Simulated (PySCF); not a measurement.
boron monoxide dimer (B$_{2}$O$_{2}$), singlet, geometry from GFN2-xTB. Base run: CCSD(T)/3-21G in PySCF.

Here is a job for PySCF.
```python
from pyscf import gto, scf, cc

mol = gto.Mole()
mol.atom = '''
    O    -0.000000   -0.000000   -1.997373
    B    -0.000000   -0.000000   -0.809405
    B     0.000000    0.000000    0.809405
    O     0.000000    0.000000    1.997373
'''
mol.basis = '3-21g'
mol.charge = 0
mol.spin = 0
mol.verbose = 3
mol.build()

mf = scf.RHF(mol)
mf.kernel()

mycc = cc.CCSD(mf)
mycc.kernel()
et = mycc.ccsd_t()
print('E(CCSD(T)) = %.10f' % (mycc.e_tot + et))
```

Each row names what was changed in the base input (with any setting that the change needs).

```json
[
 {"change": "base", "ΔE vs base (mEh)": "0.000", "MP2 correlation (Eh)": "-0.38421", "CC correlation without the perturbative part (Eh)": "-0.37495", "basis functions": "36"},
 {"change": "method = mp2", "ΔE vs base (mEh)": "6.667", "MP2 correlation (Eh)": "-0.38421", "CC correlation without the perturbative part (Eh)": "-", "basis functions": "36"},
 {"change": "method = cisd", "ΔE vs base (mEh)": "[?]", "MP2 correlation (Eh)": "-", "CC correlation without the perturbative part (Eh)": "-", "basis functions": "36"},
 {"change": "frozen = 4", "ΔE vs base (mEh)": "5.862", "MP2 correlation (Eh)": "-0.37800", "CC correlation without the perturbative part (Eh)": "-0.36919", "basis functions": "36"},
 {"change": "cc.conv_tol = 1e-9", "ΔE vs base (mEh)": "0.000", "MP2 correlation (Eh)": "-0.38421", "CC correlation without the perturbative part (Eh)": "-0.37495", "basis functions": "36"},
 {"change": "cc.iterative_damping = 0.8", "ΔE vs base (mEh)": "0.000", "MP2 correlation (Eh)": "-0.38421", "CC correlation without the perturbative part (Eh)": "-0.37495", "basis functions": "36"},
 {"change": "method = ccsd", "ΔE vs base (mEh)": "[?]", "MP2 correlation (Eh)": "-0.38421", "CC correlation without the perturbative part (Eh)": "-0.37495", "basis functions": "36"},
 {"change": "cc.direct = True", "ΔE vs base (mEh)": "0.000", "MP2 correlation (Eh)": "-0.38421", "CC correlation without the perturbative part (Eh)": "-0.37495", "basis functions": "36"},
 {"change": "cc.level_shift = 0.2", "ΔE vs base (mEh)": "0.000", "MP2 correlation (Eh)": "-0.38421", "CC correlation without the perturbative part (Eh)": "-0.37495", "basis functions": "36"},
 {"change": "cart = on", "ΔE vs base (mEh)": "0.000", "MP2 correlation (Eh)": "-0.38421", "CC correlation without the perturbative part (Eh)": "-0.37495", "basis functions": "36"}
]
```

Some entries are withheld; supply them.


- method = cisd, ΔE vs base (mEh): 55.105
- method = ccsd, ΔE vs base (mEh): 15.926
